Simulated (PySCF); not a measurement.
Cl$_{4}$Nb (SMILES [Cl][Nb+]([Cl])([Cl])[Cl]), charge +1, singlet, at a GFN2-xTB geometry (such geometries of metal compounds can be far from the true shape) (the multiplicity is a formal guess) (core potentials on Nb). Base run: PySCF with DF-CAMB3LYP/def2-SVP.

Input for PySCF:
```python
from pyscf import gto, scf, dft

mol = gto.Mole()
mol.atom = '''
    Nb    0.000000   -0.000000   -0.000000
    Cl    1.750040   -0.572487   -1.127667
    Cl    0.574379    0.481872    2.024821
    Cl   -0.915220    1.726374   -0.918705
    Cl   -1.409198   -1.635760    0.021551
'''
mol.basis = 'def2-svp'
mol.ecp = {'Nb': 'def2-svp'}
mol.charge = 1
mol.spin = 0
mol.verbose = 4
mol.build()

mf = dft.RKS(mol)
mf.xc = 'camb3lyp'
mf = mf.density_fit(auxbasis='def2-universal-jkfit')
mf.kernel()
```

Variants of this job, named by their change:

```
change              basis functions       E (Eh)  HOMO (eV)  HOMO-LUMO gap (eV)  core-seconds (rough)
------------------  ---------------  -----------  ---------  ------------------  --------------------
base                            103  -1897.13812     -16.55                8.54                     7
basis = LANL2DZ                  54   -115.78221     -17.09                7.97                     5
basis = def2-SV(P)               96  -1897.10797     -16.52                8.37                     9
basis = def2-SVPD               142  -1897.15820     -16.50                8.46                    10
basis = def2-TZVP               [?]          [?]     -16.43                8.50                    20
basis = def2-TZVPP              224  -1897.79901     -16.43                8.54                    30
basis = def2-TZVPD              224          [?]        [?]                8.50                    30
```

Task: Fill in the missing entries.

Result: 
- basis = def2-TZVP, basis functions: 188
- basis = def2-TZVP, E (Eh): -1897.79370
- basis = def2-TZVPD, E (Eh): -1897.79565
- basis = def2-TZVPD, HOMO (eV): -16.40

Totals compare only among sets that treat the same electrons; sets with core potentials leave the core out.
